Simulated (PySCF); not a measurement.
C₄H₉O, SMILES [CH2]C(C)(C)O, multiplicity 2. Atoms are numbered in the order given.

```xyz
14

C      0.6088     1.1581     0.7972
C      0.0075     0.0407     0.0044
C     -1.1841    -0.5727     0.7413
C      1.0575    -1.0285    -0.2992
O     -0.4042     0.5215    -1.2684
H      1.2751     1.8603     0.2885
H      0.5492     1.1837     1.8881
H     -0.8828    -1.0000     1.7099
H     -1.6324    -1.3685     0.1289
H     -1.9549     0.1905     0.9354
H      0.6107    -1.8137    -0.9289
H      1.8979    -0.5831    -0.8505
H      1.4387    -1.4852     0.6252
H     -1.0057     1.2581    -1.1117
```
Charge 0, spin multiplicity 2.

Geometry: PBE0-D3(BJ)/def2-SVP. The isomer is the one that the SMILES or the coordinates give; other isomers of the formula were not compared. Other conformers were not sampled.

Computed with PBE0-D3(BJ)/def2-SVP in PySCF 2.14.0.

Frequencies are harmonic and unscaled.

```csv
mode,ν (cm⁻¹),IR (km/mol),moving atoms (share of kinetic energy)
1,161,1.9,H 98 %
2,235,1.0,H 98 %
3,279,0.5,H 96 %
4,321,4.9,"H 44 %, C 42 %, O 14 %"
5,334,28.8,"H 59 %, C 32 %, O 9 %"
6,355,70.1,"H 72 %, C 21 %"
7,407,3.6,"H 49 %, C 33 %, O 18 %"
8,448,4.0,"H 39 %, C 38 %, O 23 %"
9,475,19.6,"C 41 %, H 31 %, O 28 %"
10,570,45.5,"H 50 %, C 47 %"
11,787,1.2,"C 64 %, H 23 %, O 14 %"
12,908,3.2,"H 61 %, C 34 %"
13,934,1.0,"H 70 %, C 29 %"
14,952,12.8,"H 48 %, C 33 %, O 20 %"
15,996,10.0,"H 61 %, C 32 %"
16,1006,11.9,"H 67 %, C 31 %"
17,1130,68.9,"H 55 %, C 40 %"
18,1244,32.9,"C 67 %, H 29 %"
19,1268,18.1,"C 65 %, H 35 %"
20,1339,44.5,"H 72 %, C 23 %"
21,1377,28.9,"H 64 %, C 35 %"
22,1387,9.9,"H 73 %, C 26 %"
23,1425,10.7,"H 80 %, C 20 %"
24,1444,1.7,H 95 %
25,1453,1.4,H 95 %
26,1468,7.1,H 92 %
27,1479,1.0,"H 91 %, C 9 %"
28,3051,16.9,H 97 %
29,3059,10.2,H 97 %
30,3145,19.1,"H 91 %, C 9 %"
31,3159,7.7,"H 91 %, C 9 %"
32,3159,2.9,H 95 %
33,3166,18.3,"H 91 %, C 9 %"
34,3175,14.5,"H 90 %, C 10 %"
35,3285,4.7,"H 89 %, C 11 %"
36,3865,24.2,H 94 %
```
